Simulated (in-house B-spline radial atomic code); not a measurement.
A fraction x of an electron is moved 5s → 5p in Sr+, starting from [Kr] 5s1 and keeping the highest spin. Level of theory: scalar-relativistic (X2C) BP86, spin-polarised, spherical fractional occupations, Fermi nucleus of rms radius 4.224 fm; calculated with an all-electron radial atomic-structure program (B-spline basis).

| x | E(x) - E(0) (eV) | 5s up level (eV) | 5p up level (eV) |
| --- | --- | --- | --- |
| 0 | 0.0000 | -8.857 | - |
| 0.125 | 0.3799 | -8.930 | -5.898 |
| 0.25 | 0.7580 | -9.001 | -5.982 |
| 0.375 | ? | ? | ? |
| 0.5 | 1.5098 | -9.133 | -6.137 |
| 0.625 | 1.8836 | -9.195 | -6.210 |
| 0.75 | ? | ? | ? |
| 0.875 | 2.6272 | -9.309 | -6.346 |
| 1 | 2.9969 | - | -6.411 |

Question: What belongs in the row x = 0.375?

Answer: An energy change of 1.1346 eV; 5s up at -9.068 eV, 5p up at -6.061 eV.

Question: What belongs in the row x = 0.75?

Answer: An energy change of 2.2561 eV; 5s up at -9.254 eV, 5p up at -6.279 eV.

Question: Check Janak's theorem between x = 0.125 and 0.25.

Answer: The slope of the energy is 3.02 eV; the orbital levels give 3.03 eV (ε of the receiving orbital less ε of the emptying one, averaged over the two points).
